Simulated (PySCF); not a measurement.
**Löwdin shares of the frontier orbitals**

Compound: C9H4O2.
Numbering: `[CH3:1][C:2]#[C:3][C:4]#[C:5][c:6]1[cH:7][c:8](=[O:9])[c:10]1=[O:11]` (hydrogens: H12, H13, H14 on C1; H15 on C7)

Structure used (PBE0-D3(BJ)/def2-SVP), in Å, numbered top down from 1:
```xyz
15
C9H4O2 angstrom
C     -3.8101   -0.9967   -2.2478
C     -2.6144   -0.6785   -1.4999
C     -1.5996   -0.4120   -0.8760
C     -0.4678   -0.1166   -0.1795
C      0.5480    0.1425    0.4561
C      1.7377    0.4514    1.1087
C      2.1808    0.4179    2.4052
C      3.5544    0.9057    2.0789
O      4.5569    1.1347    2.6811
C      3.0822    0.9707    0.5849
O      3.5201    1.2739   -0.4746
H     -3.7044   -0.7093   -3.3057
H     -4.6838   -0.4691   -1.8333
H     -4.0180   -2.0778   -2.2060
H      1.6949    0.1303    3.3378
```

Computed, not measured: PySCF 2.14.0, density-fitted response routines, TDDFT CAM-B3LYP/def2-SVPD, vertical, gas phase, core orbitals frozen in the response.

Kohn–Sham orbitals with the atoms that hold most of them (Löwdin shares over 4%, at most four atoms; ? is withheld):

```tsv
orbital	ε (eV)	atoms
HOMO-3	-10.83	C3 18%, C6 16%, C7 13%, C2 13%
HOMO-2	-9.43	O9 16%, C2 15%, C3 14%, C5 12%
HOMO-1	-8.72	?
HOMO	-8.42	?
LUMO	?	C6 21%, C7 17%, C4 14%, C5 10%
LUMO+1	-0.78	C10 26%, O11 25%, C7 18%, C8 13%
LUMO+2	-0.20	C5 22%, C2 20%, C4 20%, C3 16%
```

(1) Give the leading atoms of the HOMO-1.

(2) Which atoms hold the HOMO, and with what shares?

(3) What is the LUMO energy, and the HOMO–LUMO gap?

## Answers

(1) C5 (bonded to 2 C) 18%; C2 (bonded to 2 C) 17%; C3 (bonded to 2 C) 15%; C4 (bonded to 2 C) 15%.

(2) O9 (bonded to C) 17%; O11 (bonded to C) 16%; C4 (bonded to 2 C) 10%; C2 (bonded to 2 C) 10%. By element: oxygen 33%, carbon 20% or more.

(3) ε(LUMO) = -2.07 eV; the gap is 6.35 eV (0.2335 hartree).

Question: The HOMO–LUMO gap is 6.35 eV. Where does the response calculation put the lowest singlet, and from which orbitals?

Answer: S1 is at 2.93 eV (f = 0.0000), 3.42 eV below the gap, made of HOMO→LUMO (94%). Without the coupling terms of the response equations the lowest excitation would equal the gap.

Question: Give energy, strength and leading configuration of S1, S2, S3, S4 and S6, and follow the Löwdin shares of the leading atoms from the occupied to the empty orbital.

Answer: 
- S1 (2.93 eV, f 0.0000), HOMO→LUMO (94%): O9 17% → at most 10%, O11 16% → at most 10%, C6 at most 10% → 21%, C7 at most 10% → 17%
- S2 (3.61 eV, f 0.0001), HOMO→LUMO+1 (73%): O9 17% → at most 13%, O11 16% → 25%, C10 at most 10% → 26%
- S3 (3.87 eV, f 0.0001), HOMO-2→LUMO (85%): O9 16% → at most 10%, C2 15% → at most 10%, C6 at most 13% → 21%, C7 at most 13% → 17%
- S4 (3.96 eV, f 0.279), HOMO-1→LUMO (74%): C5 18% → 10%, C2 17% → at most 10%, C6 at most 15% → 21%, C7 at most 15% → 17%
- S6 (5.46 eV, f 0.099), HOMO-1→LUMO+1 (82%): C5 18% → at most 13%, C2 17% → at most 13%, C10 at most 15% → 26%, O11 at most 15% → 25%

Löwdin shares depend on the basis, the more so with diffuse functions.
